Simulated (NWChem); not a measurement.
Molecule: CH3BrSi, singlet; SMILES Br[Si]C

```xyz
6

Si    -0.7754     1.1187     0.0000
Br     0.0565    -0.9945     0.0000
C      0.8710     2.0658     0.0000
H      0.7026     3.1547     0.0000
H      1.4749     1.7986    -0.8851
H      1.4749     1.7986     0.8851
```
Atoms are numbered in this order, from 1.

Results from NWChem. Low-valent species are run as closed-shell singlets; no triplet was tried in these runs. Geometry: optimised at PBE0/def2-SVP. Vertical excitations in the gas phase; the lowest state need not have the same character in each row.

For level B3LYP/aug-cc-pVDZ, full TDDFT:

```
Quantity                         Value
-------------------------------  -----
lowest excitation, singlet (eV)   2.76
orbital gap (eV)                  3.66
```

Q: How do the values read with level PBE/aug-cc-pVDZ, full TDDFT instead?

A: 
| Item | Result |
|---|---|
| lowest excitation, singlet (eV) | 2.62 |
| orbital gap (eV) | 2.16 |
